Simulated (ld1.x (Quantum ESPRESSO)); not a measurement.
PBE TM dataset for Ti, fully relativistic all-electron reference.

```json
{
 "Element": "titanium (Ti)",
 "Generator": "ld1.x (Quantum ESPRESSO) 7.5",
 "Type": "norm-conserving Troullier–Martins (Kleinman–Bylander form)",
 "Functional": "PBE",
 "Relativity": "fully relativistic",
 "Frozen core": "[Ne]",
 "Valence charge": "12",
 "Reference configuration": "3s2 3p6 3d1 4s0 4p0 (charge +3)",
 "Partial waves": "3s (bound): rc 1.60 bohr; 3p (bound): rc 1.45 bohr; 3d (bound): rc 2.40 bohr",
 "Local potential": "all-electron potential smoothed inside 2.30 bohr (lloc = -1)",
 "Core correction": "Bessel-smoothed model core, default radius (core density twice the valence density)"
}
```

Open shells are filled in proportion to 2j + 1 (rel_dist='average').

- Cutoffs needed: 45 Ry and 80 Ry (the cutoffs (Ry, on a coarse ladder) from which the occupation-weighted sum of valence levels, in a spherical-Bessel basis at the reference potential, stays within 10 and 1 mRy of its value at 400 Ry)
- Ghost test: no extra level below or beside the all-electron valence levels (s, p1/2, p3/2, d3/2, d5/2, f tested) (spherical-Bessel basis up to 400 Ry, 20 bohr box)
- Largest excitation error: -623 meV (all-electron minus pseudo) for 3s2 3p6 3d1 4s2 4p1, out of 7 test configurations
